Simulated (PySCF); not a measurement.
## Broadened absorption spectrum of C4H6P2Si

C₄H₆P₂Si.
SMILES: `[SiH3]C1=PC=PC=C1`

Theory: TDDFT CAM-B3LYP/def2-SVPD, vertical, gas phase, core orbitals frozen in the response (PySCF). Geometry: GFN2-xTB; no solvent, vibrations or thermal averaging.

Broadening: Gaussians 0.5 eV wide at half height, area fixed by f = 4.319×10⁻⁹ ∫ε dν̃. The width is an assumption, not a result. The curve ends short of the highest state used, and states not computed would add to its high-energy end.

```csv
E (eV),ε (L mol⁻¹ cm⁻¹)
3.40,2
3.43,3
3.46,5
3.49,8
3.52,12
3.55,19
3.58,28
3.61,41
3.64,59
3.67,84
3.70,116
3.73,157
3.75,191
3.78,251
3.81,324
3.84,410
3.87,511
3.90,625
3.93,751
3.96,888
3.99,1034
4.02,1186
4.05,1342
4.08,1500
4.10,1608
4.13,1771
4.16,1940
4.19,2117
4.22,2309
4.25,2521
4.28,2759
4.31,3028
4.34,3332
4.37,3672
4.40,4042
4.43,4434
4.46,4836
4.48,5100
4.51,5478
4.54,5813
4.57,6086
4.60,6277
4.63,6371
4.66,6360
4.69,6241
4.72,6019
4.75,5707
4.78,5323
4.81,4890
4.83,4588
4.86,4136
4.89,3713
4.92,3350
4.95,3076
4.98,2924
5.01,2922
```

(1) Where are the band maxima, and which computed states make them?

(2) On this curve, what absorbance would a 10⁻³ mol/L sample give at 254 nm over a 1 cm path?

(3) Coming from long wavelengths, where does ε first pass 100 L mol⁻¹ cm⁻¹?

## Answers

(1) 267 nm (4.64 eV), ε about 6400, made up of S4 (96%) (ε in L mol⁻¹ cm⁻¹; maxima over ε = 5, shares over 10%). At its high-energy end, 5.01 eV, the curve is still rising (ε about 2900, from S4, S7 and S8). The states used: S1 4.15 eV (f 0.017); S2 4.26 eV (f 0.012); S3 4.38 eV (f 0.0007); S4 4.65 eV (f 0.114); S5 4.91 eV (f 0.0009); S6 5.17 eV (f 0.0053); S7 5.53 eV (f 0.290); S8 5.61 eV (f 0.344).

(2) 254 nm is 4.881 eV, where ε is about 3800 L mol⁻¹ cm⁻¹, so A = ε c l ≈ 3.8 (Beer–Lambert, with the gas-phase spectrum and the assumed width).

(3) At about 336 nm (3.69 eV), 0.47 eV below S1.
